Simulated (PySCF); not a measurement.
C₅H₁₀, SMILES CC1CCC1. Atoms are numbered in the order given.

```xyz
15

C      1.9181     0.1454     0.0000
C      0.5067    -0.4146     0.0000
C     -0.4997     0.0653    -1.0811
C     -1.6092     0.0665     0.0000
C     -0.4997     0.0653     1.0811
H      2.4808    -0.1821    -0.8902
H      1.9037     1.2485     0.0000
H      2.4808    -0.1821     0.8902
H      0.5436    -1.5180     0.0000
H     -0.6419    -0.5691    -1.9699
H     -0.2597     1.0873    -1.4184
H     -2.1810    -0.8748     0.0000
H     -2.3224     0.9048     0.0000
H     -0.2597     1.0873     1.4184
H     -0.6419    -0.5691     1.9699
```
Charge 0, spin multiplicity 1.

Coordinates come from a B3LYP-D3(BJ)/def2-SVP optimisation.

Two levels are set side by side: PBE/pcSseg-1 (PySCF) and B3LYP/pcSseg-1 (PySCF). GIAO shifts against TMS (¹H), TMS (¹³C) at the same level; non-relativistic, no solvent, atoms listed together averaged. Differences are taken from unrounded values.

```tsv
quantity	B3LYP
δ(¹³C) of C1 (ppm)	26.6
δ(¹³C) of C2 (ppm)	38.0
δ(¹³C) of C3, C5 (ppm)	35.7
δ(¹³C) of C4 (ppm)	23.1
δ(¹H) of H9 (ppm)	2.55
```

What does PBE give, and how far is it from B3LYP? (Estimate from the structure and the level; the computed values follow.)


| quantity | PBE | PBE minus B3LYP |
|---|---|---|
| δ(¹³C) of C1 (ppm) | 26.6 | -0.1 |
| δ(¹³C) of C2 (ppm) | 38.4 | 0.4 |
| δ(¹³C) of C3, C5 (ppm) | 36.1 | 0.3 |
| δ(¹³C) of C4 (ppm) | 23.2 | 0.1 |
| δ(¹H) of H9 (ppm) | 2.65 | 0.10 |

Rough cost on one machine, each run with all the roots and properties that it gave: B3LYP against PBE within a factor of 2.
